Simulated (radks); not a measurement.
The numbers below are computed, except where a source is named.
Valence configurations of Ag I (all share [Kr]). Level of theory: scalar-relativistic Kohn-Sham, LDA (Slater exchange, Perdew-Wang correlation), spin-unpolarised, spherical densities, point nucleus (a radial shooting solver on a logarithmic mesh with Libxc functionals). Energies are relative to 4d10 5s1; eigenvalues in eV.

valence          E (eV)    e(4d)   e(5p)   e(5s)
4d10 5s1          0.000   -7.662       -  -4.713
4d9.5 5s1.5       1.723   -9.231       -  -5.275
4d9.5 5s1 5p0.5   3.839  -10.210  -1.640  -5.953
4d9 5s2           3.969  -10.873       -  -5.834
4d10 5p1          4.018   -9.596  -1.854       -
4d9 5s1 5p1       8.578  -12.654  -2.260  -7.029
4d8.5 5s2 5p0.5   9.187  -13.474  -2.089  -6.990
4d8 5s2 5p1      15.358  -16.005  -2.697  -8.030
4d8 5s1 5p2      20.826  -17.460  -3.342  -8.941
4d7 5s2 5p2      30.607  -20.987  -3.784  -9.911

NIST lists [Kr] 4d10 5s1 as the ground configuration; this level of theory agrees among the configurations tried. The energies are those of spherical spin-averaged densities, not of single terms.
